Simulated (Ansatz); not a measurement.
Consider the atomization: `CB1N=C1C` → B• + 3 C• + 6 H• + N•.

Program: Ansatz. Geometries: PBE0-D4/def2-TZVP. ΔE: electronic, gas phase. CBS: MP2 limit from def2 TZ/QZ plus the TZ coupled-cluster correction, frozen cores. This one scheme is used for every species, atoms too. DFT in def2-TZVPP. B3LYP here is the variant with VWN-RPA as its local correlation; programs differ in this. No spin–orbit coupling; open shells (•) take unrestricted orbitals. Spin–orbit coupling would lower the free atoms: a little for B, C.

```tsv
level	ΔE (kJ/mol)
r2SCANh-D4	4565.6
BHLYP-D4	4453.3
B3LYP	4561.7
LC-ωPBE	4595.6
HF/def2-SVP	3426.2
HF/def2-QZVPP	3368.7
SCS-MP2/def2-QZVPP	4576.2
HF/CBS(def2)	3369.6
```

**Question.** What does CCSD(T)/CBS give? (Estimate.)

**Answer.** Computed: +4544.7 kJ/mol. The listed levels differ from it by 20.9, -91.4, 17.0, 50.9, -1118.5, -1176.0, 31.5, -1175.1 kJ/mol.

Largest T1 diagnostic among the species: 0.014.

The D4 term adds +27.7 kJ/mol with B3LYP and +14.6 kJ/mol with PBE0; it sums over pairs of atoms, weighted by their polarisabilities, and B3LYP, whose exchange is more repulsive, gets the larger term. Leaving LDA and LC-ωPBE aside and taking each functional with its dispersion term where it has one, the values, not all of them listed here, spread over 259.5 kJ/mol, from BHLYP-D4 to PBE-D4. LDA lies +545.3 kJ/mol from PBE without D4, its usual overbinding. In def2-TZVPP, CCSD(T) changes the Hartree–Fock value by +1071.9 kJ/mol (the triples alone add +71.6 kJ/mol) and MP2 by +1165.5 kJ/mol; breaking electron pairs costs correlation energy, which Hartree–Fock lacks.

For atomizations the MP2-based limit and the directly extrapolated one differ by several kJ/mol either way, and by 10 to 25 for some Ge, Se and Sn compounds, so smaller differences from it don't rank the levels.
